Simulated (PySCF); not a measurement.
# How methods differ on the excitation energy of Zr⁺

Zr⁺ [Kr] 4d2 5s1 (4F) → Zr⁺ [Kr] 4d3 (4F), as a difference of total energies. Computed with PySCF 2.14 in x2c-TZVPPall, with the spin-free X2C one-electron Hamiltonian (Gaussian nucleus). Correlated levels: valence and next inner shell: [Ar] 3d10 frozen. The calculations carry no spin-orbit coupling.

```csv
method,excitation energy (cm⁻¹)
UHF,3831.2
MP2 (valence and next inner shell),3322.2
SCS-MP2 (valence and next inner shell),3582.1
CCSD (valence and next inner shell),3426.6
CCSD(T) (valence and next inner shell),3460.8
```

Task: How much does correlation contribute at CCSD(T) (valence and next inner shell)?

Result: 3460.8 − (3831.2) = -370.4 cm⁻¹, measured against UHF.

Errors of the correlated levels include the incompleteness of this basis and the frozen core.

For comparison: 2514.8 cm⁻¹ (measured; NIST levels, between the centres of gravity of the two terms).
